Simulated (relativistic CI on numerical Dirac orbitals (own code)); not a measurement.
**Slater and spin-orbit integrals, Au37+**

Calculated at this level of theory: Dirac-Coulomb-Breit CI, orbitals from a KLI potential per configuration, QED by a radiative potential, unscaled Slater integrals (own radial code, finite nucleus).

Slater integrals F^k, G^k are unscaled and averaged over j, outside the closed core [Ar] 3d10; ζ comes from projecting the Hamiltonian with its Breit term on Σ l·s of the shell.

- 4s²4p⁶4d⁶: F^2(4d,4d) = 256020, F^4(4d,4d) = 174300, ζ(4d) = 80709 cm⁻¹; <r>(4d) = 0.3917, <r^2>(4d) = 0.1755 (bohr units).
- 4s²4p⁶4d⁵4f: F^2(4d,4d) = 255870, F^4(4d,4d) = 174190, ζ(4d) = 80628, F^2(4d,4f) = 257610, F^4(4d,4f) = 167640, G^1(4d,4f) = 262320, G^3(4d,4f) = 181900, G^5(4d,4f) = 133980, ζ(4f) = 14743 cm⁻¹; <r>(4d) = 0.392, <r^2>(4d) = 0.1757, <r>(4f) = 0.367, <r^2>(4f) = 0.1528 (bohr units).
- 4s²4p⁵4d⁷: ζ(4p) = 658010, F^2(4d,4d) = 255960, F^4(4d,4d) = 174250, F^2(4p,4d) = 257220, G^1(4p,4d) = 319040, G^3(4p,4d) = 204290, ζ(4d) = 80425 cm⁻¹; <r>(4p) = 0.3895, <r^2>(4p) = 0.1719, <r>(4d) = 0.3918, <r^2>(4d) = 0.1756 (bohr units).

(1) Give the Racah parameters of the d shell in 4s²4p⁶4d⁶.

Averages of the first 10 configurations, taken without configuration mixing, which lowers the lowest level and can move excited configurations by several eV; other configurations of the list can lie among them:

```
Configuration  Parity  States  Average energy above the lowest level (eV)
    4s²4p⁶4d⁶    even     210                                        45.3
  4s²4p⁶4d⁵4f     odd    3528                                       280.6
    4s²4p⁵4d⁷     odd     720                                       294.8
    4s²4p⁴4d⁸    even     675                                       547.7
     4s4p⁶4d⁷    even     240                                       500.8
       4p⁶4d⁸    even      45                                       961.2
   4s4p⁶4d⁶4f     odd    5880                                       733.8
     4s4p⁵4d⁸     odd     540                                       748.6
  4s²4p⁶4d⁵5s    even     504                                       572.9
  4s²4p⁶4d⁵5d    even    2520                                       766.9
```

## Answers

(1) B = F²/49 − 5F⁴/441 = 3249 cm⁻¹ and C = 35F⁴/441 = 13833 cm⁻¹.
